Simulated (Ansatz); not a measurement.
Si₇⁻, relaxed as a doublet with UKS PBE-D4/def2-SVPD in Ansatz, starting from the GFN1-xTB geometry. Force threshold 0.02 eV/Å.

The relaxation made no stability test and no search for a lower SCF solution. The structure comes from a short search, and lower isomers may exist.

Start:

```
atom   x (Å)   y (Å)   z (Å)
 Si1  -0.303   0.305   0.270
 Si2  -2.268  -3.492  -0.187
 Si3   1.213   1.832  -0.973
 Si4   0.158  -0.712   2.299
 Si5  -1.049  -1.999   0.811
 Si6  -1.019   1.594  -1.516
 Si7   3.269   2.472  -0.704
```

Estimate the energy that the relaxation releases and the steps that it takes.

255.8 kJ/mol, in 26 steps; 1.7 min on 4 threads of Arm Neoverse V2 on a shared host. No frequencies were taken in this run, so the end may be a saddle point.

Does the start keep its bonding?

Bonds formed: Si1–Si2, Si3–Si4, Si4–Si7 (atoms count from 1).

Predict the relaxed structure.


```xyz
7

Si   -0.954   -0.286   -0.567
Si   -2.190   -1.894    0.518
Si    0.620    1.613   -0.514
Si    1.173   -0.285    0.953
Si    0.128   -2.302    0.595
Si   -1.175    1.535   -1.944
Si    2.398    1.618    0.959
```
Bond lengths: 11 × Si–Si 2.26 to 2.61 Å.
